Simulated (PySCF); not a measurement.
# `Cl/C=C/c1ccccc1`, C8H7Cl

Molfile (atoms numbered from 1):
```
C8H7Cl
     RDKit          3D

 16 16  0  0  0  0  0  0  0  0999 V2000
    4.4227   -0.2903    0.0020 Cl  0  0  0  0  0  0  0  0  0  0  0  0
    2.7904    0.2448   -0.0458 C   0  0  0  0  0  0  0  0  0  0  0  0
    1.7662   -0.5971    0.0566 C   0  0  0  0  0  0  0  0  0  0  0  0
    0.3559   -0.2405    0.0252 C   0  0  0  0  0  0  0  0  0  0  0  0
   -0.1014    1.0708   -0.1214 C   0  0  0  0  0  0  0  0  0  0  0  0
   -1.4544    1.3472   -0.1452 C   0  0  0  0  0  0  0  0  0  0  0  0
   -2.3822    0.3250   -0.0231 C   0  0  0  0  0  0  0  0  0  0  0  0
   -1.9444   -0.9807    0.1232 C   0  0  0  0  0  0  0  0  0  0  0  0
   -0.5915   -1.2596    0.1467 C   0  0  0  0  0  0  0  0  0  0  0  0
    2.7010    1.3119   -0.1654 H   0  0  0  0  0  0  0  0  0  0  0  0
    1.9731   -1.6526    0.1749 H   0  0  0  0  0  0  0  0  0  0  0  0
    0.6043    1.8807   -0.2175 H   0  0  0  0  0  0  0  0  0  0  0  0
   -1.7897    2.3678   -0.2602 H   0  0  0  0  0  0  0  0  0  0  0  0
   -3.4391    0.5463   -0.0414 H   0  0  0  0  0  0  0  0  0  0  0  0
   -2.6607   -1.7836    0.2193 H   0  0  0  0  0  0  0  0  0  0  0  0
   -0.2578   -2.2812    0.2605 H   0  0  0  0  0  0  0  0  0  0  0  0
  1  2  1  0
  2  3  2  0
  3  4  1  0
  4  5  2  0
  5  6  1  0
  6  7  2  0
  7  8  1  0
  8  9  2  0
  9  4  1  0
  2 10  1  0
  3 11  1  0
  5 12  1  0
  6 13  1  0
  7 14  1  0
  8 15  1  0
  9 16  1  0
M  END
```

Method used: quadratic response CAM-B3LYP/def2-SVPD first hyperpolarisability, Taylor convention, gas phase in PySCF. Geometry: GFN2-xTB.

**Question.** Give the tensor of the static β(0;0,0) in the axes of these coordinates.

**Answer.** In au, Taylor convention; rows are the first index (the induced dipole):
|  | xx | yy | zz | xy | xz | yz |
| --- | --- | --- | --- | --- | --- | --- |
| x | +226.2 | +6.2 | -0.2 | -19.9 | +0.6 | -0.6 |
| y | -19.9 | +16.4 | +1.2 | +6.2 | -0.6 | -1.7 |
| z | +0.6 | -1.7 | -0.3 | -0.6 | -0.2 | +1.2 |

Norm of βᵢ = ⅓ Σⱼ (βᵢⱼⱼ + βⱼᵢⱼ + βⱼⱼᵢ): 232.2 au, hyper-Rayleigh value 95.6 au.
